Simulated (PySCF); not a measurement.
Below is a simulated gas-phase Si 2p photoelectron spectrum of `[BH3-][NH2+]CO[SiH3]`.

Every computed line was given a Gaussian of 1.0 eV full width at half maximum and an area set by the number of equivalent atoms (split 2:1 within a doublet); the highest printed point is 100. Method used: delta-SCF UKS SCAN, pcX-2 on the ionised atom, pcseg-1 elsewhere, spin-free X2C in PySCF 2.14.0.

binding energy (eV), intensity and a bar:
```
    106.7          0 
    106.8          0 
    106.9          1 
    107.0          2 #
    107.1          4 #
    107.2          6 ##
    107.3         10 ###
    107.4         16 #####
    107.5         24 #######
    107.6         35 ##########
    107.7         47 ##############
    107.8         60 ##################
    107.9         72 ######################
    108.0         84 #########################
    108.1         93 ############################
    108.2         98 #############################
    108.3        100 ##############################
    108.4         98 #############################
    108.5         94 ############################
    108.6         87 ##########################
    108.7         78 #######################
    108.8         69 #####################
    108.9         59 ##################
    109.0         49 ###############
    109.1         39 ############
    109.2         31 #########
    109.3         23 #######
    109.4         16 #####
    109.5         11 ###
    109.6          7 ##
    109.7          4 #
    109.8          3 #
    109.9          1 
    110.0          1 
    110.1          0 
    110.2          0
```

Count the maxima, the lines and the sites behind this envelope.

The curve has 1 maximum (at 108.3 eV). Under it lie 2 lines from 1 inequivalent silicon site, drawn as a 2p3/2, 2p1/2 pair. At this width some lines have no maximum of their own.

Decompose the envelope and assign each component. Numbering: `[BH3-:1][NH2+:2][CH2:3][O:4][SiH3:5]`.

```csv
position (eV),relative area,line,atoms,environment
108.17,0.67,Si 2p3/2,Si5,oxygen-bound silicon
108.79,0.33,Si 2p1/2,Si5,oxygen-bound silicon
```

Shake-up satellites, vibrational structure and lifetime widths aren't simulated. The 2p values add to the ΔSCF energy of one spin-free hole a correction within the shell (spin–orbit coupling, ligand field). 2p1/2 minus 2p3/2 (ligand field included): Si 0.63 eV. Geometry: PBE0-D3(BJ)/def2-SVP, one conformer, isolated molecule.

Shape of the structure used: `[BH3-:1][NH2+:2][CH2:3][O:4][SiH3:5]`: B1–N2–C3–O4 -179°, N2–C3–O4–Si5 179°.
